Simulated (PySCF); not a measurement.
## Electron correlation in Pt+ (platinum, charge +1)

[Xe] 4f14 5d8 6p1, one real determinant (an excited configuration). All numbers are calculated (PySCF 2.14, a scalar-relativistic core potential, in aug-cc-pwCVDZ-PP with ECP60MDF (6s6p5d3f, 70 functions)). Frozen: 5s2 5p6; 9 electrons correlated.

```csv
level,correlation energy (mhartree)
CCSD,-207.69
(T),-6.79
CCSD(T),-214.48
```

Diagnostics: T1 = 0.014, D1 = 0.0518, largest double amplitude 0.059.

The real determinant used has ⟨L²⟩ near 14 against 20 for a pure G term, so it mixes terms. Spin-orbit coupling, absent here, splits the open shell strongly.

Cost of the coupled-cluster step: of the order of 50 core-seconds, for 9 correlated electrons.

The reference is one real determinant that mixes LS terms of this configuration.
